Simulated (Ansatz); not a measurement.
Basis-set extrapolation for `CO[SiH](Cl)OC` (PBE0-D4/def2-TZVP geometry, frozen core, Ansatz 0.2.0). Multiplicity 1, RHF reference.

|  | def2-TZVPP | def2-QZVPP |
| --- | --- | --- |
| HF | -978.232572 | -978.266372 |
| MP2 correlation | -1.124476 | -1.214775 |
| CCSD(T) correlation | -1.221136 | not run |

Energies in hartree. Use E(X) = E(∞) + A·exp(−7.88·√X) for Hartree–Fock and E(X) = E(∞) + B·X^(−2.97) for correlation, with X = 3 and 4, and add CCSD(T) minus MP2 of the smaller set to the MP2 limit.

Problem. What is the CCSD(T) energy at the basis-set limit?

Solution. HF limit: -978.266372 + (-0.033800) × 0.13774 = -978.27103. MP2 limit: -1.214775 + (-0.090299) × 0.74074 = -1.28166. Higher-order term: -1.221136 − (-1.124476) = -0.09666. Total: -979.64935 hartree, 5.32 eV below CCSD(T)/def2-TZVPP.
